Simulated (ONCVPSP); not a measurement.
Scattering properties, ONCV potential for C

* Element: C
* Generator: ONCVPSP 4.0.1
* Type: optimised norm-conserving Vanderbilt (ONCV)
* Functional: revPBE
* Relativity: fully relativistic
* Frozen core: [He]
* Valence charge: 4
* Reference configuration: 2s2 (charge +2)
* Partial waves: 2s: rc 1.20 bohr, ncon 3, nbas 7, qcut 6.2 1/bohr, 3 projectors, debl 1 Ha; p scattering state at 0.06 Ha: rc 1.25 bohr, ncon 5, nbas 9, qcut 7 1/bohr, 1 projector; d scattering state at 0.02 Ha: rc 1.25 bohr, ncon 4, nbas 7, qcut 8.1 1/bohr, 2 projectors, debl 1 Ha
* Local potential: polynomial inside 0.90 bohr (lpopt 5, dvloc0 0 Ha)
* Core correction: Teter function, fcfact 4.75, rcfact 1.25

Open shells are filled in proportion to 2j + 1.

In the s channel the program set the typed energies aside and used -1.485, 0.250, 1.250 Ha. In the p channel the program set the typed energies aside and used 0.050 Ha (j = l + 1/2; the other j can differ).

The phase is arctan(r·R′/R) of the radial function R(r), unwrapped; energies in Ha, scanned from -3 to 5 Ha. A pole is an energy at which the radial function vanishes at the test radius. The pseudo phase is shifted by a multiple of π to meet the all-electron one at the reference energy, and phase errors are pseudo minus all-electron; the curves can meet again beyond the range given. Levels narrower than the energy grid can be missing from the lists of poles.

| channel | radius (bohr) | reference energy (Ha) | poles, all-electron | poles, pseudo | unbroken range about the reference energy with phases within 0.05 rad | phase error 1 Ha above the reference energy (rad) |
| --- | --- | --- | --- | --- | --- | --- |
| s | 1.22 | -1.48 | 2.02 | 2.02 | the whole range | +0.000 |
| p3/2 | 1.27 | 0.05 | 0.81 | 0.82 | below 3.1 | +0.002 |
| p1/2 | 1.27 | 0.05 | 0.81 | 0.85 | below 2.7 | +0.008 |
| d5/2 | 1.27 | 0.02 | none | none | the whole range | +0.000 |
| d3/2 | 1.27 | 0.02 | none | none | the whole range | +0.000 |

Phases in the p1/2 channel:

```
E (Ha)  all-electron  pseudo
 -2.98         0.702   0.705
 -2.76         0.583   0.586
 -2.54         0.429   0.433
 -2.32         0.234   0.237
 -2.10        -0.002   0.001
 -1.88        -0.263  -0.261
 -1.66        -0.518  -0.517
 -1.44        -0.740  -0.740
 -1.22        -0.919  -0.919
 -1.00        -1.060  -1.060
 -0.78        -1.171  -1.171
 -0.56        -1.259  -1.258
 -0.34        -1.331  -1.330
 -0.12        -1.391  -1.389
  0.10        -1.442  -1.439
  0.32        -1.486  -1.482
  0.54        -1.526  -1.521
  0.76        -1.563  -1.557
  0.98        -1.597  -1.589
  1.20        -1.630  -1.621
  1.42        -1.663  -1.651
  1.64        -1.696  -1.681
  1.86        -1.730  -1.711
  2.08        -1.766  -1.742
  2.30        -1.805  -1.776
  2.52        -1.849  -1.811
  2.74        -1.900  -1.851
  2.96        -1.959  -1.895
  3.18        -2.032  -1.946
  3.40        -2.123  -2.007
  3.62        -2.242  -2.080
  3.84        -2.399  -2.171
  4.06        -2.607  -2.287
  4.28        -2.873  -2.435
  4.50        -3.177  -2.625
  4.72        -3.473  -2.860
  4.94        -3.721  -3.126
```
